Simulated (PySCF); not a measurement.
C₄H₅, SMILES C=[C]C=C (connectivity only; charge and spin as stated), charge +1, multiplicity 1.

Geometry optimised at B3LYP-D3(BJ)/def2-SVP. The multiplicity is an assumed one; other spin states were not compared. The isomer is the one that the SMILES or the coordinates give; other isomers of the formula were not compared. Other conformers were not sampled.

Level of theory: PySCF 2.14.0 with B3LYP-D3(BJ)/def2-SVP.

No scaling factor is applied to the harmonic values.

```
mode  ν (cm⁻¹)  IR (km/mol)  Raman (Å⁴/amu)  depolarisation  moving atoms (share of kinetic energy)
----  --------  -----------  --------------  --------------  --------------------------------------
1          213          4.8            11.1            0.63                          C 73 %, H 27 %
2          243          8.6             1.6            0.75                          H 72 %, C 28 %
3          381          0.5             3.5            0.75                          H 69 %, C 31 %
4          547          8.1             6.7            0.29                          C 79 %, H 21 %
5          577          0.0             4.9            0.75                          H 89 %, C 11 %
6          869         61.4             0.1            0.73                          H 75 %, C 25 %
7          871          9.5             0.9            0.75                          C 59 %, H 41 %
8          919          9.9            25.0            0.24                          C 51 %, H 49 %
9          981         36.3             0.1            0.75                          H 85 %, C 15 %
10        1101         12.2            11.4            0.31                          H 61 %, C 39 %
11        1119          9.7             1.1            0.75                          H 71 %, C 29 %
12        1278         10.0            24.8            0.40                          H 86 %, C 14 %
13        1290         61.8            17.0            0.59                          H 67 %, C 33 %
14        1418         71.3            15.8            0.49                          H 70 %, C 30 %
15        1583        106.2            25.3            0.23                          C 70 %, H 30 %
16        1973        354.5             9.6            0.28                                  C 97 %
17        3079        231.4           237.7            0.14                                  H 94 %
18        3144          9.2            86.3            0.10                                  H 95 %
19        3163        104.5           129.5            0.75                          H 90 %, C 10 %
20        3166         17.7           118.9            0.22                           H 91 %, C 9 %
21        3261         20.3            66.6            0.66                          H 89 %, C 11 %
```
